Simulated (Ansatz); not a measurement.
```xyz
5

O     0.905   -1.192    0.506
In   -0.042    0.385   -0.176
Cl   -2.350    0.403   -0.073
Br    1.193    2.259   -1.099
H     0.294   -1.855    0.841
```

The species carries charge 0 and has multiplicity 1. In takes the def2 core potential.

(1) List the CAM-B3LYP/def2-TZVPP orbital energies in eV (the Gaussian-basis code of Ansatz). (Best estimate.)

Results:

(1) Computed: Occupied: -13141.26, -2764.46, -1702.75, -1534.51, -1534.44, -1534.44, -522.78, -259.21, -238.82, -198.26, -198.13, -198.11, -179.74, -179.55, -179.52, -130.77, -87.51, -87.29, -87.20, -74.08, -74.02, -74.01, -73.85, -73.85, -29.22, -25.28, -24.84, -24.37, -24.30, -24.10, -23.38, -22.86, -15.37, -13.52, -11.69, -11.25, -11.21, -10.69, -10.56, -10.28, -10.14. Lowest empty: -1.66, -0.59, 1.00, 1.46, 2.22, 2.92, 3.66, 3.86.
